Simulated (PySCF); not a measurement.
CH8N2Si3, SMILES N1[SiH2][SiH2]N[SiH2]C=1. Atoms are numbered in the order given.

```xyz
14

C      0.2659     1.8456    -0.0288
N      1.3974     1.2803    -0.1411
Si     1.7529    -0.4456    -0.2220
Si    -0.1761    -1.7225     0.2231
N     -1.5039    -0.6023    -0.0219
Si    -1.5018     1.1302     0.0754
H      0.2686     2.9609     0.0089
H      2.8458    -0.7233     0.7557
H      2.2739    -0.7174    -1.5961
H     -0.1571    -2.3027     1.6078
H     -0.3294    -2.8792    -0.7164
H     -2.4252    -1.0272    -0.1046
H     -2.0968     1.6677     1.3429
H     -2.2794     1.7319    -1.0533
```

The structure is a stationary point at PBE0-D3(BJ)/def2-SVP. This is a generated structure with no PubChem entry under its InChIKey; it may be hypothetical.

Level of theory: PBE/pcSseg-1 (PySCF).

GIAO shieldings, no solvent; atoms listed in one row are averaged. δ = σ(ref) − σ: ¹³C against TMS (σ = 182.0 ppm); ¹⁵N against NH3 (σ = 267.0 ppm); ²⁹Si against TMS (σ = 335.4 ppm); ¹H against TMS (σ = 31.49 ppm), references at their B3LYP-D3(BJ)/def2-TZVP geometries, non-relativistic.

Computed chemical shifts:
```
nucleus   atoms  count  δ (ppm)
-------  ------  -----  -------
¹³C          C1      1    209.4
¹⁵N          N2      1    490.2
¹⁵N          N5      1     -1.5
²⁹Si        Si4      1    -65.7
²⁹Si        Si3      1    -70.9
²⁹Si        Si6      1    -75.0
¹H           H7      1    10.75
¹H       H8, H9      2     5.74
¹H          H10      1     5.54
¹H          H13      1     5.45
¹H          H11      1     5.28
¹H          H14      1     5.19
¹H          H12      1    -0.33
```
